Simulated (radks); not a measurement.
Species: Sb IV. Configuration: [Kr] 4d9.5 5s2 6s0.5 (fractional occupations, a model configuration). All-electron calculation, Dirac Kohn-Sham, LDA (Slater exchange, Perdew-Wang correlation), spin-unpolarised, spherical densities, finite nucleus; open shells fill j = l - 1/2 first; Fermi nuclear charge, rms radius 4.6802 fm. Program: a radial shooting solver on a logarithmic mesh with Libxc functionals.

Spin-orbit splittings of the eigenvalues, e(l+1/2) - e(l-1/2), with zeta = 2 splitting/(2l+1) and mean radii in bohr:

shell  occ.  splitting (eV)  zeta (eV)  <r> j=l-1/2  <r> j=l+1/2
2p        6           251.5      167.6       0.1033       0.1088
3p        6           46.40      30.93       0.3212       0.3325
3d       10           9.656      3.863       0.3035       0.3071
4p        6           8.766      5.844       0.8283       0.8572
4d      9.5           1.302     0.5208        1.001        1.012
